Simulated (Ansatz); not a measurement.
The same path of BCl2HO + H2 (7 atoms, charge 0, multiplicity 1) was run 3 times with different band settings. Lost on the way: H6–H7. Made: B1–H6, O2–H7.

Theory: RKS PBE0-D4/def2-SVP in Ansatz.

Relaxed end points:

```xyz
7
Properties=species:S:1:pos:R:3
B -0.029 -0.540 0.067
O -0.023 -0.765 1.387
H -0.866 -0.565 1.810
Cl 1.431 -0.844 -0.848
Cl -1.477 0.049 -0.757
H 0.082 2.564 0.789
H 0.549 2.318 1.338
```

```xyz
7
Properties=species:S:1:pos:R:3
B 0.183 0.606 -0.015
O -0.110 0.391 1.594
H 0.259 -0.488 1.796
Cl 1.114 -0.911 -0.436
Cl -1.510 0.677 -0.701
H 0.810 1.626 -0.112
H -1.079 0.318 1.660
```

Common settings: movable images 9; climbing image yes; spring 5.0 eV/Å²; force threshold 0.05 eV/Å; end points relaxed.

| run | optimiser | start path | iteration limit | largest step |
| --- | --- | --- | --- | --- |
| 1 | quadratic models (default) | through a guess of the saddle point | 44 | default |
| 2 | quadratic models (default) | straight line | 44 | default |
| 3 | lbfgs | through a guess of the saddle point | 41 | 0.02 Å |

Question: What does each run give, and how far can it be trusted?

Answer: Run 1: converged after 20 iterations, highest image 1.775 eV above the first end. A vibrational analysis at the climbing image gives one clearly imaginary mode, 1381i cm⁻¹: a first-order saddle point.
Run 2: converged after 25 iterations, highest image 1.775 eV above the first end. Another band between the same ends (9 images) ends at a top of the same energy, where a vibrational analysis finds 1 clearly imaginary mode.
Run 3: not converged after 41 iterations, highest image 1.784 eV above the first end. The band didn't meet its force threshold, so its energies are provisional: the largest band force was still 0.37 eV/Å, and over the last iterations the top stayed at 1.79 eV.
The orbitals stay closed-shell, which can raise the energy where a bond breaks towards radicals; this wasn't checked here.
